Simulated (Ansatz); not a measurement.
(AgH)n: binding per atom (eV) at several levels, gas phase, relaxed structures; Ansatz. Clusters are the lowest isomers that short searches found in that spin, judged at the geometry's level. Core potentials for Ag in the def2 sets, no spin–orbit coupling. Binding counts from free atoms in the multiplicity of their measured ground term, without zero-point energy. Singlets are spin-restricted. The structures are stationary points that may keep the symmetry of their start.

```tsv
species	state	geometry	PBE-D4/def2-SVP	PBE-D4/def2-TZVP	PBE-D4/def2-TZVPD	r2SCAN-D4/def2-TZVP	r2SCAN-D4/def2-TZVPD
(AgH)3 ring (Ag3H3)	singlet	PBE0-D4/def2-TZVP	1.75	1.76	1.76	1.82	1.82
(AgH)4 ring (Ag4H4)	singlet	PBE0-D4/def2-SVP	1.96	1.96	1.96	2.03	2.03
Ag2H2	singlet	PBE0-D4/def2-TZVP	1.48	1.48	1.49	1.53	1.53
```

Task: Estimate the column for PBE0-D4/def2-SVP.

Result: (AgH)3 ring (Ag3H3) 1.70; (AgH)4 ring (Ag4H4) 1.90; Ag2H2 1.40.
